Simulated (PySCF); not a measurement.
## Relaxation of singlet Na3N

Level of theory: PBE0 in PySCF with N def2-TZVP, Na def2-TZVP; no relativity; density-fitted integrals. A (50,194) grid was used.

A hand-made trigonal pyramidal start, of C3v symmetry, held to at least that symmetry:

```xyz
4
charge 0 multiplicity 1, angstrom
N     0.0000    0.0000   -0.8819
Na    1.9955    0.0000    0.1791
Na   -0.9977    1.7281    0.1791
Na   -0.9977   -1.7281    0.1791
```

Optimiser trace:
```json
{"step": "0", "E − E(last) (kJ/mol)": "11.66", "largest gradient (Eh/bohr)": "0.01678"}
{"step": "1", "E − E(last) (kJ/mol)": "7.62", "largest gradient (Eh/bohr)": "0.01339"}
{"step": "2", "E − E(last) (kJ/mol)": "0.41", "largest gradient (Eh/bohr)": "0.00193"}
{"step": "3", "E − E(last) (kJ/mol)": "0.22", "largest gradient (Eh/bohr)": "0.00103"}
{"step": "4", "E − E(last) (kJ/mol)": "0.16", "largest gradient (Eh/bohr)": "0.00118"}
{"step": "5", "E − E(last) (kJ/mol)": "0.07", "largest gradient (Eh/bohr)": "0.00101"}
{"step": "6", "E − E(last) (kJ/mol)": "0.01", "largest gradient (Eh/bohr)": "0.00049"}
{"step": "7", "E − E(last) (kJ/mol)": "0.00", "largest gradient (Eh/bohr)": "0.00017"}
{"step": "8", "E − E(last) (kJ/mol)": "0.00", "largest gradient (Eh/bohr)": "0.00002"}
```

It ends at C3v with Na–Na 3.492 Å (×3), N–Na 2.140 Å (×3); Na–Na–Na 60.0° (×3), Na–N–Na 109.3° (×3), N–Na–Na 35.3° (×6) (after a last refinement on a finer grid). A frequency run shows a minimum. Other isomers or separated fragments may lie lower.

Final geometry:
```xyz
4
charge 0 multiplicity 1, angstrom
N     0.0000    0.0000   -0.5985
Na    2.0159    0.0000    0.1202
Na   -1.0080    1.7458    0.1202
Na   -1.0080   -1.7459    0.1202
```

The relaxation took about 3 core-minutes on a shared host.
